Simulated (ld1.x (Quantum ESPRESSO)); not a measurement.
# Reading a pseudo-wave (platinum (Pt))

Columns: radius, all-electron u(r) and pseudo u(r) of the 5d shell (level -7.20 eV) of platinum in the configuration [Xe] 4f14 5d9 6s0.5 6p0.5; PBE, scalar-relativistic, TM scheme, ld1.x (Quantum ESPRESSO) 7.5.

```
r (bohr)  all-electron  pseudo
   0.140        0.2155  0.0058
   0.280       -0.3046  0.0437
   0.420       -0.3454  0.1331
   0.560       -0.0346  0.2729
   0.700        0.3124  0.4416
   0.840        0.5755  0.6064
   0.980        0.7384  0.7371
   1.120        0.8188  0.8167
   1.260        0.8410  0.8447
   1.400        0.8258  0.8318
   1.540        0.7885  0.7932
   1.680        0.7394  0.7416
   1.820        0.6850  0.6856
   1.960        0.6295  0.6295
   2.100        0.5751  0.5751
   2.240        0.5233  0.5233
   2.380        0.4748  0.4748
   2.520        0.4299  0.4299
   2.660        0.3887  0.3887
   2.800        0.3510  0.3510
   2.940        0.3168  0.3168
   3.080        0.2857  0.2857
   3.220        0.2575  0.2575
   3.360        0.2321  0.2321
   3.500        0.2092  0.2092
   3.640        0.1885  0.1885
```

(1) How many radial nodes do the two functions have?

(2) At about which radius was the pseudo-wave matched?

(3) Where does each function peak?

(4) Is the pseudo-wave norm-conserving?

Answers

(1) The all-electron 5d function has n − l − 1 = 2; the pseudo-wave has 0, since the states of the same l below it are removed with the core.

(2) 2.15 bohr. The columns agree to 0.0005 from 1.96 bohr on; several derivatives are matched, so the curves merge somewhat inside the radius.

(3) Outermost all-electron maximum near 1.26 bohr, pseudo maximum near 1.26 bohr (to the table’s step).

(4) Yes: the TM scheme keeps the norm inside the radius equal to the all-electron one, which fixes the energy derivative of the logarithmic derivative at the level.
